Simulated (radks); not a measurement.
La4+, 53 electrons, occupied as [Kr] 4d10 5s2 5p5. All-electron calculation, scalar-relativistic Kohn-Sham, revPBE, spin-polarised, spherical densities, point nucleus; open shells are filled with parallel spins first (spin-orbit coupling, left out, can overturn this in heavy ions). Program: a radial shooting solver on a logarithmic mesh with Libxc functionals.

Normalised radial functions P(r) = r R(r), r in bohr:

```
   r/bohr * 4p down, o 4d up, + 5s up (the largest magnitude, 1.38, reaches the edge; | marks zero, & curves that meet)
 0.004042                             & +
 0.005348                             o*+
 0.007075                             o* +
 0.009287                             o *+
  0.01229                             o *+
  0.01613                             o  +*
  0.02134                             o +  *
  0.02824                             |&     *
  0.03706                            +| o      *
  0.04904                          +  |  o      *
  0.06437                        +    |    o    *
  0.08517                         +   |     * o
   0.1127                            &|          o
   0.1479                    *        |  +          o
   0.1957              *              |      +     o
   0.2569                *            |    +  o
   0.3399                          o+ *
   0.4497             o      +        |                *
   0.5903     o              +        |                          *
    0.781     o                       |+                      *
    1.025            o                |            +*
    1.356                     o       |    *             +
    1.795                          o  |*              +
    2.356                            o*       +
    3.117                             & +
    4.091                             &
    5.413                             &
```

4p down: eigenvalue -237.71 eV, 2 radial nodes at r = 0.110, 0.338 bohr, <r> = 0.692 bohr, 90 % of the charge inside 1.01 bohr. 4d up: eigenvalue -141.56 eV, 1 radial node at r = 0.316 bohr, <r> = 0.766 bohr, 90 % of the charge inside 1.15 bohr. 5s up: eigenvalue -74.946 eV, 4 radial nodes at r = 0.0309, 0.122, 0.323, 0.771 bohr, <r> = 1.52 bohr, 90 % of the charge inside 2.15 bohr.
